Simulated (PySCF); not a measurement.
Os(CO)3 (C3O3Os), SMILES [O+]#[C-]->[Os](<-[C-]#[O+])<-[C-]#[O+], multiplicity 1.

Geometry optimised at PBE0-D3(BJ)/def2-SVP. The multiplicity is an assumed one; other spin states were not compared. The def2 effective core potentials stand for the cores of Os; spin–orbit coupling is left out.

The numbers are results of PBE0-D3(BJ)/def2-SVP in PySCF, not measurements.

Frequencies are harmonic and unscaled.

Question: Give all harmonic wavenumbers and intensities. (The exact figures need the calculation; the answer reports its results.)

Answer: 
```tsv
mode	ν (cm⁻¹)	IR (km/mol)	Raman (Å⁴/amu)	depolarisation	moving atoms (share of kinetic energy)
1	61	1.3	1.6	0.23	O 78 %, Os 13 %, C 9 %
2	89	0.6	1.4	0.55	O 80 %, Os 15 %
3	103	0.8	5.5	0.75	O 86 %, C 10 %
4	359	0.4	1.5	0.75	C 78 %, O 22 %
5	375	3.6	0.9	0.75	C 73 %, O 27 %
6	425	54.5	4.8	0.75	C 42 %, O 42 %, Os 16 %
7	454	0.5	1.3	0.68	C 78 %, O 21 %
8	502	1.8	14.4	0.33	O 55 %, C 39 %
9	553	3.8	8.0	0.19	C 75 %, O 24 %
10	584	9.8	1.0	0.75	C 81 %, O 14 %
11	592	0.4	46.6	0.05	C 69 %, O 29 %
12	625	26.2	1.9	0.62	C 57 %, O 29 %, Os 14 %
13	2097	1920.2	18.3	0.75	C 58 %, O 42 %
14	2105	867.3	70.0	0.72	C 62 %, O 38 %
15	2192	175.0	45.7	0.72	C 62 %, O 37 %
```
